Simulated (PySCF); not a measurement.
# Successive ionisation energies of platinum

Calculated with PySCF 2.14, two-component X2C-1e (Gaussian nucleus, no Breit or QED terms), each ion in its own even-tempered basis; GMP2 freezes the deep shells of the larger ions and drops the highest virtual spinors; eV.

```csv
ion,configuration,GHF (spin-free),GHF (screened spin-orbit),GMP2 (screened spin-orbit),NIST,kind
Pt⁵⁶⁺,[Ar] 3d4,5611.9,5657.9,5658.7,5654 ± 5,theoretical
Pt⁵⁷⁺,[Ar] 3d3,5759.9,5802.9,5803.7,5800 ± 6,theoretical
Pt⁵⁸⁺,[Ar] 3d2,5909.5,5962.5,5962.3,5959 ± 6,theoretical
Pt⁵⁹⁺,[Ar] 3d1,6050.7,6109.9,6109.4,6106 ± 7,theoretical
Pt⁶⁰⁺,[Ar],6652.5,6521.9,6522.9,6517 ± 10,theoretical
Pt⁶¹⁺,[Ne] 3s2 3p5,6778.2,6650.4,6651.6,6646 ± 12,theoretical
Pt⁶²⁺,[Ne] 3s2 3p4,6904.9,6791.4,6791.9,6787 ± 15,theoretical
Pt⁶³⁺,[Ne] 3s2 3p3,7075.0,6922.2,6922.8,6918 ± 19,theoretical
Pt⁶⁴⁺,[Ne] 3s2 3p2,7203.3,7520.9,7522.8,7512 ± 24,theoretical
Pt⁶⁵⁺,[Ne] 3s2 3p1,7333.2,7672.4,7672.4,7660 ± 30,theoretical
Pt⁶⁶⁺,[Ne] 3s2,7965.9,7965.0,7968.9,7960 ± 40,theoretical
Pt⁶⁷⁺,[Ne] 3s1,8108.6,8107.7,8108.5,8100 ± 40,theoretical
```
